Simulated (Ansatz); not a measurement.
`[F][Ge][Cl]`, relaxed with RKS PBE-D4/def2-SVP in the Gaussian-basis code of Ansatz from a rough embedded geometry. The force threshold is 0.03 eV/Å; the program also tests the step.

The species carries charge 0 and has multiplicity 1.

Start:

```xyz
3

F    -0.374    1.467    0.282
Ge    0.138    0.150   -0.743
Cl    0.236   -1.618    0.461
```

```json
{"step": "1", "energy (eV)": "-71730.4889", "largest force (eV/Å)": "1.572", "largest move (Å)": "0.000"}
{"step": "2", "energy (eV)": "-71730.5487", "largest force (eV/Å)": "0.603", "largest move (Å)": "0.162"}
{"step": "3", "energy (eV)": "-71730.5891", "largest force (eV/Å)": "0.160", "largest move (Å)": "0.087"}
{"step": "4", "energy (eV)": "-71730.5897", "largest force (eV/Å)": "0.123", "largest move (Å)": "0.004"}
{"step": "5", "energy (eV)": "-71730.5904", "largest force (eV/Å)": "0.018", "largest move (Å)": "0.006"}
```

End:

```xyz
3

F    -0.372    1.408    0.327
Ge    0.153    0.176   -0.834
Cl    0.218   -1.583    0.507
```

Hardware: 2 threads of a server CPU on a shared host. Wall time 6 s, peak host memory 0.13 GiB.
